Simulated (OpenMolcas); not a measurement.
## OpenMolcas run: Sr II

Input:

```
&GATEWAY
Coord
1

Sr 0.0 0.0 0.0
Basis=ANO-RCC-VDZ
Group=XYZ
NoMove
AngMom=0.0 0.0 0.0
AMFI
&SEWARD
&RASSCF
FileOrb=start.orb
Symmetry=1
Spin=2
nActEl=1 0 0
Inactive=9 9
Ras2=1 3
CIRoot=1 1 1
SDav=1
CIMx=300
Iter=120 100
PrWF=0.3
OrbListing=Nothing
MaxOrb=0
Atom
>>> COPY $Project.JobIph JOB001
&RASSCF
FileOrb=start.orb
Symmetry=2
Spin=2
nActEl=1 0 0
Inactive=9 9
Ras2=1 3
CIRoot=3 3 1
SDav=3
CIMx=300
Iter=120 100
PrWF=0.3
OrbListing=Nothing
MaxOrb=0
Atom
>>> COPY $Project.JobIph JOB002
&RASSI
NrOfJobIphs=2 1 3
1
1 2 3
IphNames
JOB001
JOB002
EJob
SpinOrbit
DIPRint=1.0
SOCoupling=1000.0
Subsets=2
MEES
Property=10
'ANGMOM' 1 'ANGMOM' 2 'ANGMOM' 3 'MLTPL  1' 1 'MLTPL  1' 2 'MLTPL  1' 3
'AMFI' 1 'AMFI' 2 'AMFI' 3 'MLTPL  2' 6
SOProperty=3
'ANGMOM' 1 'ANGMOM' 2 'ANGMOM' 3
```

Launched by
```bash
OMP_NUM_THREADS=1 MOLCAS_MEM=2252 MOLCAS_PROJECT=a pymolcas a.inp > a.log  # once for each step of the input, in one work folder
```

A driver script runs the steps one by one and writes start.orb anew before each from the orbitals found so far.

Output, cut to the results:

```
--- SEWARD ---
Basis set label: SR.ANO-RCC...6S5P1D.

      Electronic valence basis set:
      ------------------
      Associated Effective Charge  38.000000 au
      Associated Actual Charge     38.000000 au
      Nuclear Model: Point charge

      Shell  nPrim  nBasis  Cartesian Spherical Contaminant
         s      23       6        X
         p      19       5        X
         d      12       1                 X
                  Relativistic Douglas-Kroll-Hess integrals:
                    - DKH order of Hamiltonian: 2
                    - DKH order of Properties : 0
                  Atomic mean-field integrals
--- RASSCF ---
Wave function specifications:
      -----------------------------

      Number of closed shell electrons          36
      Number of electrons in active shells       1
      Max number of holes in RAS1 space          0
      Max nr of electrons in RAS3 space          0
      Number of inactive orbitals               18
      Number of active orbitals                  4
      Number of secondary orbitals               4
      Spin quantum number                      0.5
      State symmetry                             1
Orbital specifications:
      -----------------------

      Symmetry species                           1   2
                                                ag  au
      Frozen orbitals                            0   0
      Inactive orbitals                          9   9
      Active orbitals                            1   3
      RAS1 orbitals                              0   0
      RAS2 orbitals                              1   3
      RAS3 orbitals                              0   0
      Secondary orbitals                         1   3
      Deleted orbitals                           0   0
      Number of basis functions                 11  15
      Number of CSFs                             1
      Number of root(s) required                 1
      Iter CI   SX   CI       RASSCF       Energy    max ROT     max BLB   max BLB  Level Ln srch  Step   QN
          iter iter root      energy       change     param      element    value   shift minimum  type update
 Nr of preliminary CI iterations:   1
 ###############################################################################
 ###############################################################################
 ###                                                                         ###
 ###                                                                         ###
 ###    WARNING: Problems in orbital optimization.                           ###
 ###                                                                         ###
 ###                                                                         ###
 ###############################################################################
 ###############################################################################
  Warning: In symmetry  2, orbital p=  10 has diagonal density matrix element D(p,p) close to zero. D(p,p)=  0.000000E+00
  Warning: In symmetry  2, orbital p=  11 has diagonal density matrix element D(p,p) close to zero. D(p,p)=  0.000000E+00
        ...
  Warning: In symmetry  2, orbital p=  10 has diagonal density matrix element D(p,p) close to zero. D(p,p)=  0.000000E+00
  Warning: In symmetry  2, orbital p=  11 has diagonal density matrix element D(p,p) close to zero. D(p,p)=  0.000000E+00
  Warning: In symmetry  2, orbital p=  12 has diagonal density matrix element D(p,p) close to zero. D(p,p)=  0.000000E+00
        4   1    1    1  -176.86595719   -1.82E-12   0.00E+00    9  10 1 -4.46E-08   0.50   0.00    SX    NO
      Convergence after  4 iterations
        5   1    1    1  -176.86595719   -3.18E-12   0.00E+00    9  10 1 -4.46E-08   0.50   0.00    SX    NO
      Natural orbitals and occupation numbers for root  1
      sym 1:   1.000000
      sym 2:   0.000000   0.000000   0.000000
::    RASSCF root number  1 Total energy:  -3176.86595719
--- RASSCF ---
Wave function specifications:
      -----------------------------

      Number of closed shell electrons          36
      Number of electrons in active shells       1
      Max number of holes in RAS1 space          0
      Max nr of electrons in RAS3 space          0
      Number of inactive orbitals               18
      Number of active orbitals                  4
      Number of secondary orbitals               4
      Spin quantum number                      0.5
...
--- RASSI ---
SPIN-FREE ENERGIES:
  (Shifted by EMIN (a.u.) =      -3176.8659571854)

 SF State       Relative EMIN(au)   Rel lowest level(eV)    D:o, cm**(-1)      L_eff

     1             0.0000000000        0.0000000000              0.0000         0.0
     2             0.1011193044        2.7515964483          22193.1221         1.0
     3             0.1011193044        2.7515964483          22193.1221         1.0
     4             0.1011193044        2.7515964483          22193.1221         1.0
     Dipole printing threshold changed to   1.00000000E+00

++ Dipole transition strengths (spin-free states):
   -----------------------------------------------
     for osc. strength at least  1.00000000E+00

  ( Max oscillator strength is only   0.40933236009863871      )
--
Eigenvalues of complex Hamiltonian:
   -----------------------------------
  (Shifted by EMIN (a.u.) =      -3176.8659571854)

 SO State       Relative EMIN(au)   Rel lowest level(eV)    D:o, cm**(-1)     J-value

     1             0.0000000000        0.0000000000              0.0000         0.4
     2             0.0000000000        0.0000000000              0.0000         0.4
     3             0.0994898240        2.7072560274          21835.4924         0.4
     4             0.0994898240        2.7072560274          21835.4924         0.4
     5             0.1019340446        2.7737666587          22371.9369         1.0
     6             0.1019340446        2.7737666587          22371.9369         1.0
     7             0.1019340446        2.7737666587          22371.9369         1.3
     8             0.1019340446        2.7737666587          22371.9369         1.3
Weights of the five most important spin-orbit-free states for each spin-orbit state.

 SO State  Total energy (au)           Spin-free states, spin, and weights
 -------------------------------------------------------------------------------------------------------
...
```

The J values that RASSI prints are effective ones from its own formula and need not be integers or half-integers; the table below assigns J from the states.

Levels above the lowest, from the spin-orbit matrix, grouped by J:

| Configuration | Term | J | E (cm⁻¹) | Measured (cm⁻¹) | g | Term weight % |
| --- | --- | --- | --- | --- | --- | --- |
| 5s | ²S | 1/2 | 0.0 | 0.0 | 2.002 | 100 |
| 5p | ²P° | 1/2 | 21835 | 23715 | 0.666 | 100 |
| 5p | ²P° | 3/2 | 22372 | 24517 | 1.334 | 100 |

Against the 2 measured excited levels shown (NIST Handbook of Basic Atomic Spectroscopic Data) the mean absolute deviation is 2000 cm-1; the largest miss in energy is 5p ²P°_3/2: computed 22372, measured 24517 cm⁻¹ (-8.7 %).

ANO sets are built for ground and valence states and can reach diffuse excited orbitals poorly. With one active electron the reference holds no correlation, so core polarisation is missing. Computed and measured levels are paired by configuration, term and J; levels that our copy of the source lacks, or whose pairing is in doubt (as where it misses far off the trend of its configuration), stay unpaired and out of the deviations. Only configurations of the active space appear.

The RASSCF and RASSI steps took 5 s on 1 thread of Arm Neoverse V2, on a shared host; the integral step is not counted.

The term weight is that of the spin-free term in the level, not the purity of its configuration. ° marks odd parity.
